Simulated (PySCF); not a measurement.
B⁺ (boron, charge +1) across methods

[He] 2s1 3s1, high-spin 3S determinant (an excited configuration). Calculation: PySCF 2.14, in dyall-acv3z; the non-relativistic Hamiltonian (point nucleus).

```
 method  E (hartree)  mean ε 1s β (eV)  mean ε 2s α (eV)  mean ε 3s α (eV)  Σ⟨r²⟩ (bohr²)   ⟨S²⟩
wB97X-V     -23.7667           -212.03           -30.063            -8.955          28.29  2.000
    UHF    -23.69986           -231.46           -31.623            -8.812          29.21  2.000
 PBEsol     -23.6021           -201.89           -25.956            -7.250          27.56  2.000
    LDA     -23.4732           -201.05           -25.933            -7.235          27.76  2.000
LC-wPBE     -23.7338           -209.13           -30.697            -9.161          28.08  2.000
  B97-3     -23.7656           -211.19           -27.573            -7.700          27.38  2.000
   PBE0     -23.7368           -210.30           -27.590            -7.772          27.72  2.000
 r2SCAN     -23.7543           -206.24           -26.489            -7.245          28.17  2.000
```

Q: Estimate the same row for PBE.

A: E (hartree) = -23.7288; mean ε 1s β (eV) = -203.00; mean ε 2s α (eV) = -26.130; mean ε 3s α (eV) = -7.316; Σ⟨r²⟩ (bohr²) = 27.44; ⟨S²⟩ = 2.000.

The outer electron is Rydberg-like, and this basis confines it to a smaller radius and binds it less than a complete one would.
